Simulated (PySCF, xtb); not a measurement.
hydrogen telluride (H₂Te), SMILES [TeH2].

Harmonic wavenumbers (cm⁻¹) from GFN2-xTB in xtb at its own minimum, in rising order: 916, 1968, 1975.

Question: What does PySCF with PBE0-D3(BJ)/def2-TZVPD give at its own minimum? (The exact figures need the calculation; the answer reports its results.)

Answer: 888, 2165, 2173. Paired by order, the mean absolute difference is 141 cm⁻¹ and the zero-point energies are 6.9 and 7.5 kcal/mol.
